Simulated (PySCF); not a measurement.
Al(F)2(Et) (C₂H₅AlF₂), SMILES C[CH2][Al]([F])[F]. Atoms are numbered in the order given.

```xyz
10

Al    -0.0221    -0.5687     0.0000
F      1.6267    -0.7767     0.0000
F     -0.9317    -1.9592     0.0000
C     -0.8346     1.1942     0.0000
C      0.1422     2.3806     0.0000
H     -1.5103     1.2413     0.8742
H     -1.5103     1.2413    -0.8742
H      0.7990     2.3691    -0.8845
H      0.7990     2.3691     0.8845
H     -0.3908     3.3459     0.0000
```

Geometry optimised at B3LYP-D3(BJ)/def2-SVP. The structure was generated by enumeration; whether it is a known compound was not checked. Other conformers were not sampled.

Level of theory: CAM-B3LYP/def2-TZVP run with PySCF.

Atomic charges (e):

```json
[
 {"atom": "Al1", "meta-Löwdin": "1.30", "Löwdin": "0.10"},
 {"atom": "F2", "meta-Löwdin": "(withheld)", "Löwdin": "-0.02"},
 {"atom": "F3", "meta-Löwdin": "(withheld)", "Löwdin": "-0.02"},
 {"atom": "C4", "meta-Löwdin": "(withheld)", "Löwdin": "-0.41"},
 {"atom": "C5", "meta-Löwdin": "(withheld)", "Löwdin": "-0.32"},
 {"atom": "H6", "meta-Löwdin": "0.13", "Löwdin": "0.16"},
 {"atom": "H7", "meta-Löwdin": "0.13", "Löwdin": "0.16"},
 {"atom": "H8", "meta-Löwdin": "0.11", "Löwdin": "0.12"},
 {"atom": "H9", "meta-Löwdin": "0.11", "Löwdin": "0.12"},
 {"atom": "H10", "meta-Löwdin": "0.11", "Löwdin": "0.12"}
]
```

Task: Complete the blanks. (Estimate from the structure and the level; the computed values follow.)

Result: 
- F2, meta-Löwdin: -0.54
- F3, meta-Löwdin: -0.53
- C4, meta-Löwdin: -0.50
- C5, meta-Löwdin: -0.31
